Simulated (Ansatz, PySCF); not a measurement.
Reaction (SMILES): C[SiH](C)F -> C[Si](C)F + H atom (the H-Si bond at the site shown breaks; other sites are not compared here)
Geometries: B3LYP-D3(BJ)/def2-TZVP minima from Ansatz (a program for electronic structure).

Quantity: bond dissociation energy (enthalpy at 298 K, with B3LYP-D3(BJ) rigid-rotor harmonic-oscillator terms from PySCF), in eV. Correlated levels leave the core frozen unless marked. UHF or UKS for open shells. No spin-orbit coupling. No relativistic terms. Basis-set limits of correlation are two-point, X^-3; Hartree-Fock from the larger set. The bracket is a focal-point correction in the basis named.

RI-MP2/CBS(cc-pV(T+d)Z,cc-pV(Q+d)Z)+[CCSD(T)-MP2]/cc-pV(T+d)Z (Ansatz) gives 4.20 eV.

Problem. Another calculation gave 3.99 eV. Which level was it?
A) SVWN5/def2-TZVPD (Ansatz)
B) PBE/def2-TZVPD (Ansatz)
C) PBE-QIDH/def2-TZVPD (Ansatz)
D) wB97X-V/def2-TZVPD (Ansatz)

Solution. C, PBE-QIDH/def2-TZVPD (Ansatz). The others give 4.14 (wB97X-V), 3.83 (PBE), 4.25 (SVWN5) eV.
